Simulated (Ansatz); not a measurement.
Ga₁₃N₁₃H₃₀, a nanocrystal cut from zinc blende GaN (hydrogen-capped), 56 atoms. Hardware: 11 threads of AMD EPYC 7R13 on a shared host and a whole NVIDIA H100 80GB HBM3.

Single mean-field runs in def2-SVP, def2-TZVP are fitted with def2-universal-jkfit.

(1) How many basis functions does each of these Ansatz runs have, and roughly what does it cost? r2SCAN-D4/def2-TZVP, charge 0 singlet, energy and forces, from earlier orbitals; PBE0-D4/def2-SVP, charge 0 singlet, energy, from earlier orbitals; PBE0-D4/def2-TZVP, charge 1 doublet at the geometry of the charge 0 singlet, energy; PBE0-D4/def2-TZVP, charge -1 doublet at the geometry of the charge 0 singlet, energy; PBE-D4/def2-SVP, charge 0 singlet, energy, from earlier orbitals; PBE-D4/def2-TZVP, charge 0 singlet, energy, from earlier orbitals; r2SCAN-D4/def2-SVP, charge 0 singlet, relaxation, 5 steps; PBE0-D4/def2-TZVP, charge 0 singlet, energy and forces, from earlier orbitals; PBE0-D4/def2-TZVP, charge 0 triplet at the geometry of the charge 0 singlet, energy; PBE-D4/def2-TZVP, charge 1 doublet at the geometry of the charge 0 singlet, energy, from earlier orbitals; PBE-D4/def2-TZVP, charge -1 doublet at the geometry of the charge 0 singlet, energy, from earlier orbitals; PBE-D4/def2-TZVP, charge 0 triplet at the geometry of the charge 0 singlet, energy, from earlier orbitals.

Answers

(1) Other jobs shared the machine, so times can vary by a factor of up to 3.

| run | functions | fitting or Cholesky vectors | wall time | peak host memory (GiB) |
| --- | --- | --- | --- | --- |
| PBE-D4/def2-SVP, charge 0 singlet, energy, from earlier orbitals | 748 | 4999 | 4.4 s | 1.3 |
| PBE0-D4/def2-SVP, charge 0 singlet, energy, from earlier orbitals | 748 | 4999 | 6 s | 1.3 |
| PBE-D4/def2-TZVP, charge 0 singlet, energy, from earlier orbitals | 1207 | 4999 | 7 s | 1.5 |
| r2SCAN-D4/def2-TZVP, charge 0 singlet, energy and forces, from earlier orbitals | 1207 | 4999 | 9 s | 1.7 |
| PBE-D4/def2-TZVP, charge -1 doublet at the geometry of the charge 0 singlet, energy, from earlier orbitals | 1207 | 4999 | 12 s | 2.1 |
| PBE0-D4/def2-TZVP, charge 0 singlet, energy and forces, from earlier orbitals | 1207 | 4999 | 14 s | 5.6 |
| PBE-D4/def2-TZVP, charge 1 doublet at the geometry of the charge 0 singlet, energy, from earlier orbitals | 1207 | 4999 | 16 s | 2.1 |
| PBE-D4/def2-TZVP, charge 0 triplet at the geometry of the charge 0 singlet, energy, from earlier orbitals | 1207 | 4999 | 18 s | 2.1 |
| r2SCAN-D4/def2-SVP, charge 0 singlet, relaxation, 5 steps | 748 | 4999 | 19 s | 1.5 |
| PBE0-D4/def2-TZVP, charge -1 doublet at the geometry of the charge 0 singlet, energy | 1207 | 4999 | 22 s | 2.2 |
| PBE0-D4/def2-TZVP, charge 1 doublet at the geometry of the charge 0 singlet, energy | 1207 | 4999 | 33 s | 2.2 |
| PBE0-D4/def2-TZVP, charge 0 triplet at the geometry of the charge 0 singlet, energy | 1207 | 4999 | 55 s | 2.2 |
